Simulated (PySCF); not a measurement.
Coordinates in bohr (charge 0 multiplicity 5):
```
Mo    0.1874    0.7055    0.0000
Cl   -0.2622   -0.9870    3.8943
Cl   -0.2622   -0.9870   -3.8943
```

All numbers come from UPBE0 in PySCF with Mo def2-TZVP with ECP28, Cl def2-TZVP; scalar-relativistic core potentials, no spin–orbit coupling; density-fitted integrals.

This geometry of MoCl2 is a stationary point at this level.

What is the point group?

C2v.

Is it a minimum?

Yes: all harmonic wavenumbers are real.

List the harmonic modes with their infrared intensities.


```csv
symmetry,ω (cm⁻¹),IR (km/mol)
a1,75,5.7
a1,380,20.4
b2,423,109
```

What are the dipole moment and the gap between the highest occupied and lowest empty levels of either spin?

2.52 D and 3.13 eV.

In C2v the vibrations span 2a1 + b2. Here b1 is antisymmetric to the molecular plane and b2 lies in it.

Only a few start shapes were tried, so a lower isomer may exist. Other spin states or occupations of the open shell can lie lower.
